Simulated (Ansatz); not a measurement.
System: C7H13 (charge 0, doublet). It need not be the lowest isomer of its formula. SMILES: C=CCCC[CH]C
Coordinates optimised at B3LYP-D3(BJ)/def2-TZVP (Ansatz, a quantum-chemistry and plane-wave program):
```xyz
20

C      3.2267    -0.7690    -0.2603
C      2.4530     0.0754     0.6865
C      1.2202     0.7882     0.2574
C     -0.0082    -0.1346     0.1095
C     -1.2620     0.6236    -0.3416
C     -2.4421    -0.2760    -0.5341
C     -3.5769    -0.2088     0.1504
H      3.2920    -0.3024    -1.2486
H      4.2411    -0.9570     0.0964
H      2.7612    -1.7550    -0.4157
H      2.6601    -0.0112     1.7467
H      1.3924     1.2775    -0.7099
H      0.9734     1.5798     0.9713
H     -0.2080    -0.6309     1.0628
H      0.2188    -0.9257    -0.6111
H     -1.5052     1.4006     0.3888
H     -1.0376     1.1362    -1.2846
H     -2.3284    -1.0500    -1.2899
H     -3.7323     0.5445     0.9149
H     -4.3916    -0.8990    -0.0281
```
Charge 0, spin multiplicity 2.

Parts of the frozen-core correlation energy in 6-31G (Ansatz, hartree). Frozen orbitals: 7; correlated occupied orbitals by spin: 21 and 20; virtual: 61 and 62. UHF or UKS for open shells. Spin-orbit coupling is left out. Non-relativistic.

| term | value |
|---|---|
| reference (HF) | -272.47576 |
| MP2 opposite-spin | -0.47630 |
| MP2 same-spin | -0.13198 |
| CCSD correlation | -0.69451 |
| (T) | -0.01762 |
| T1 diagnostic | 0.013 |
| largest doubles amplitude | 0.125 |
| <S^2> of the reference | 0.793 |
